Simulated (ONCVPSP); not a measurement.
**terbium, ONCV: configuration errors across variants**

Tb (Z = 65), optimised norm-conserving Vanderbilt (ONCV), made with ONCVPSP 4.0.1 (PBE, scalar-relativistic). Core [Kr] 4d10 4f8, reference 5s2 5p6 5d1 6s2. Waves: 5s+6s: rc 1.70 bohr, ncon 3, nbas 7, qcut 5.6 1/bohr, 2 projectors; 5p: rc 2.50 bohr, ncon 3, nbas 6, qcut 5.2 1/bohr, 2 projectors, debl 3.1 Ha; 5d: rc 2.70 bohr, ncon 4, nbas 8, qcut 5 1/bohr, 3 projectors, debl 3.9 Ha. Local part: polynomial inside 1.60 bohr (lpopt 5, dvloc0 -1 Ha). Core correction: none.

All-electron excitation energies from the reference (eV): (1) 5s2 5p6 5d1 6s1 6.743; (2) 5s2 5p6 5d1 6s0 19.007; (3) 5s2 5p6 5d1.5 6s1.5 0.930.

Errors AE − PS in meV (a dash: test not solved or not reliable):

| change | (1) | (2) | (3) | bound ghosts | GHOST(+) flags above zero |
| --- | --- | --- | --- | --- | --- |
| base | +1.0 | +18 | -1.6 | none | s |
| all radii scaled by about 0.86 (s 1.46, p 2.16, d 2.32 bohr); local potential polynomial inside 1.38 bohr (lpopt 5, dvloc0 -1 Ha) | +1.2 | +19 | -1.7 | none | s |
| all radii scaled by about 0.91 (s 1.54, p 2.28, d 2.46 bohr); local potential polynomial inside 1.46 bohr (lpopt 5, dvloc0 -1 Ha) | +1.1 | +19 | -1.7 | none | s |
| all radii scaled by about 1.05 (s 1.78, p 2.62, d 2.82 bohr); local potential polynomial inside 1.68 bohr (lpopt 5, dvloc0 -1 Ha) | +1.0 | +18 | -1.5 | none | s |
| all radii scaled by about 1.11 (s 1.90, p 2.78, d 3.00 bohr); local potential polynomial inside 1.78 bohr (lpopt 5, dvloc0 -1 Ha) | +0.8 | +16 | -1.3 | none | s |
| all radii scaled by about 1.19 (s 2.02, p 2.98, d 3.22 bohr); local potential polynomial inside 1.92 bohr (lpopt 5, dvloc0 -1 Ha) | +0.6 | +14 | -1.0 | none | none |
| all radii scaled by about 1.26 (s 2.14, p 3.14, d 3.40 bohr); local potential polynomial inside 2.02 bohr (lpopt 5, dvloc0 -1 Ha) | +0.2 | +9.7 | -0.6 | none | none |
| all radii scaled by about 1.30 (s 2.20, p 3.24, d 3.50 bohr); local potential polynomial inside 2.08 bohr (lpopt 5, dvloc0 -1 Ha) | -0.1 | +6.5 | -0.5 | none | none |

Problem. Give the same row for: all radii scaled by about 0.79 (s 1.34, p 1.96, d 2.12 bohr); local potential polynomial inside 1.26 bohr (lpopt 5, dvloc0 -1 Ha).

Solution. +1.4, +20, -1.7; bound ghosts: none; GHOST(+) flags above zero: s, p.
